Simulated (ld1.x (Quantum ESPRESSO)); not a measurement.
# barium (Ba), TM semilocal: configuration errors across variants

```
Element                 : Ba (Z = 56)
Generator               : ld1.x (Quantum ESPRESSO) 7.5
Type                    : norm-conserving Troullier–Martins (semilocal form)
Functional              : PBEsol
Relativity              : scalar-relativistic
Frozen core             : [Xe]
Valence charge          : 2
Reference configuration : 5d0 6s1 6p0 (charge +1)
Partial waves           : 6p (bound, empty): rc 3.60 bohr; 5d (bound, empty): rc 2.55 bohr; 6s (bound): rc 3.25 bohr
Local potential         : the s channel
Core correction         : none
```

All-electron excitation energies from the reference (eV): (1) 5d0 6s2 6p0 -5.381; (2) 5d0 6s1.5 6p0 -3.234; (3) 5d0 6s1 6p1 -3.331; (4) 5d0 6s0 6p2 -1.212; (5) 5d1 6s0 6p0 0.652; (6) 5d1 6s1 6p0 -4.040; (7) 5d0.5 6s1.5 6p0 -4.739.

A semilocal file is local in each channel, so a ghost entry of none says nothing of the separable form that plane-wave codes build from it.

1 further variants failed, have other tests or too few solved ones, and are left out.

A true bound ghost makes a file unfit for plane-wave use even where its test errors are small: the radial tests pick states by their node count and pass the ghost by.

Errors AE − PS in meV (a dash: test not solved or not reliable):

```tsv
change	(1)	(2)	(3)	(4)	(5)	(6)	(7)	bound ghosts
base	+1.0	+1.9	-11	+15	+394	+305	+133	none
wave 6s (bound): rc 3.25 bohr becomes 6s (bound): rc 2.44 bohr	+104	+53	+24	+44	+917	+741	+374	none
wave 6s (bound): rc 3.25 bohr becomes 6s (bound): rc 2.84 bohr	+11	+4.5	-8.1	+24	+801	+589	+255	s (extra level of the local part)
wave 6s (bound): rc 3.25 bohr becomes 6s (bound): rc 3.14 bohr	+1.7	+2.1	-11	+13	+453	+346	+152	none
wave 6s (bound): rc 3.25 bohr becomes 6s (bound): rc 3.44 bohr	+0.3	+1.8	-10	+20	+389	+303	+135	none
wave 6s (bound): rc 3.25 bohr becomes 6s (bound): rc 3.80 bohr	-0.4	+1.7	-1.8	+58	+456	+350	+158	none
wave 6s (bound): rc 3.25 bohr becomes 6s (bound): rc 4.24 bohr	-0.3	+1.7	-2.9	+52	+432	+333	+150	none
wave 6s (bound): rc 3.25 bohr becomes 6s (bound): rc 4.90 bohr	-0.1	–	-11	+14	+304	+248	+109	none
```

Question: Give the same row for: wave 6s (bound): rc 3.25 bohr becomes 6s (bound): rc 4.58 bohr.

Answer: -0.1, +1.6, -7.6, +30, +359, +283, +127; bound ghosts: none.
